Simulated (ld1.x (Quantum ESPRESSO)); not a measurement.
Results of a calculation; reference values are marked as such.
Hardness and transferability of assorted potentials

Generated with ld1.x 7.5 (TM, RRKJ, ultrasoft, PAW), atompaw 4.2 or ONCVPSP 4.0.1. The cutoff is in Ry: for ld1.x and atompaw files where the sum of valence levels is converged to 10 mRy in a Bessel basis, for ONCV files where the hardest occupied wave has 1 mHa per electron of residual kinetic energy. The error is the largest all-electron minus pseudo excitation energy over each file’s own four to seven test configurations (ionisations up to +4, promotions, holes and added fractions of an electron), all of which were solved. The labels leave out finer settings (local radius, basis sizes, second energies), which also bear on the numbers. Spin-polarised tests are not counted. The rows are a selection from randomly drawn settings: files with unsolved tests, undetermined cutoffs or missed reference levels are left out.

A true bound ghost makes a file unfit for plane-wave use even where its test errors are small: the radial tests pick states by their node count and pass the ghost by.

| element | potential | cutoff (Ry) | largest error (meV) | bound ghosts |
| --- | --- | --- | --- | --- |
| N | PAW, BLYP, scalar-relativistic, rc 1.00/2.35 (sp), local smoothed, core correction yes, reference 2s2 2p3 | 15 | -69 | none |
| S | PAW, BP86, scalar-relativistic, rc 1.35/1.40/1.10 (spd), local smoothed, core correction yes, reference 3s1 3p5 | 18 | -97 | none |
| Zr | TM, LDA (PZ), fully relativistic, rc 3.00/4.20/2.85 (spd), local smoothed, core correction yes, reference 4d2 5s1.5 5p0 | 21 | -237 | none |

Fill in the row for Co: PAW, PBEsol, scalar-relativistic, rc 1.40/1.80/1.75 (spd), local smoothed, core correction yes, reference 3s2 3p6 3d7 4s2 4p0.

cutoff 50 Ry, largest error -43 meV, bound ghosts: none.

Fill in the row for Zn: PAW, LDA (PZ), scalar-relativistic, rc 1.10/1.10/1.65 (spd), local smoothed, core correction yes, reference 3s2 3p6 3d9 4s0 4p0.

cutoff 80 Ry, largest error -22 meV, bound ghosts: none.

Fill in the row for Ni: ultrasoft, PBE, non-relativistic, rc 2.05/1.60/0.80 (spd), local smoothed, core correction yes, reference 3p6 3d8 4s0 4p0.

cutoff 200 Ry, largest error -162 meV, bound ghosts: s.
